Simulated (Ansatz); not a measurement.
Reaction (ligand exchange at a B–O bond): `[SiH3]BO[SiH3]` + `C[SiH2]O` → `C[SiH2]OB[SiH3]` + silanol

Calculated with Ansatz (gas phase, PBE0-D4/def2-TZVP geometries, no zero-point term in ΔE). CCSD(T)/CBS is the MP2 limit (def2-TZVPP, def2-QZVPP) plus CCSD(T) − MP2 in def2-TZVPP, frozen cores. This one scheme is used for every species. Functionals use def2-TZVPP. B3LYP here is the variant with VWN-RPA as its local correlation; programs differ in this. HSE06 is defined as in plane-wave codes. One conformer a species, not always the lowest.

| level | ΔE (kcal/mol) | difference from CCSD(T)/CBS |
| --- | --- | --- |
| PBE-D4 | -0.5 | -0.1 |
| r2SCANh-D4 | -0.6 | -0.2 |
| r2SCAN0-D4 | -0.5 | -0.1 |
| HSE06-D4 | -0.5 | -0.1 |
| PBE0 | -0.2 | 0.2 |
| B3LYP | 0.0 | 0.4 |
| HF/def2-SVP | 0.1 | 0.5 |
| MP2/def2-SVP | -0.4 | 0.0 |
| MP2/def2-QZVPP | -0.4 | 0.0 |
| MP2/CBS(def2) | -0.4 | 0.0 |
| CCSD(T)/CBS | -0.4 | 0 |

Largest T1 diagnostic among the species: 0.014.

Leaving LDA and LC-ωPBE aside and taking each functional with its dispersion term where it has one, the values, not all of them listed here, spread over 0.5 kcal/mol, from B97M-V to B2PLYP.
